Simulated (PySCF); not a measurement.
## Two-component Hartree-Fock for Ho³²⁺ (holmium, charge +32)

Start: [Ar] 3d10 4s2 4p5; 4p1/2 filled at m_j = -1/2, +1/2; 4p3/2 filled at m_j = -1/2, +1/2, +3/2. Calculated with PySCF 2.14 in an even-tempered Gaussian basis (17 s from 3.1 bohr⁻², ratio 2.8; 14 p from 4.1 bohr⁻², ratio 2.8; 8 d from 7.2 bohr⁻², ratio 2.8; 4 f from 21 bohr⁻², ratio 3): generalised Hartree-Fock with the X2C-1e Hamiltonian and a Gaussian nucleus; one run each with spin-orbit coupling (SO) switched off, then screened by Boettger's factors.

```
spinor shell  electrons  ε, spin-free (eV)  ε, screened SO (eV)  weight of nominal j (screened SO)  rms radius, screened SO (bohr)
       1s1/2          2           -57152.2             -57139.2                              1.000                          0.0236
       2s1/2          2           -10724.5             -10719.9                              1.000                          0.0953
       2p1/2          2            -9641.2             -10248.0                              1.000                          0.0813
       2p3/2          4            -9641.2              -9384.2                              1.000                          0.0880
       3s1/2          2            -3371.9              -3369.9                              1.000                           0.242
       3p1/2          2            -3032.3              -3164.9                              1.000                           0.233
       3p3/2          4            -3032.3              -2974.5                              1.000                           0.247
       3d3/2          4            -2607.6              -2631.0                              1.000                           0.219
       3d5/2          6            -2607.6              -2589.7                              1.000                           0.222
       4s1/2          2            -1488.0              -1487.2                              1.000                           0.512
       4p1/2          2            -1360.4              -1399.3                              0.999                           0.514
       4p3/2          3            -1360.4              -1343.2                              0.999                           0.538
```

| quantity | spin-free | screened SO |
| --- | --- | --- |
| E (hartree) | -12054.87048 | -12065.43599 |
| M_J | 3/2 | 3/2 |
| ⟨J²⟩ | 3.751 | 3.751 |
| ⟨L²⟩ | 2.001 | 2.047 |
| ⟨S²⟩ | 0.750 | 0.797 |

Each row is a mean over spinors that exchange with the open shell spreads, by up to 10.893 eV (4s1/2).

Breit and QED terms are absent; they matter most for the inner s and p1/2 levels.

Densities and radii are taken from the X2C orbitals without a picture-change correction, which distorts them close to the nucleus.

Without spin-orbit coupling the j labels of p, d and f shells carry no meaning; the spin-free column gives the mean over the occupied spinors of each nl shell.
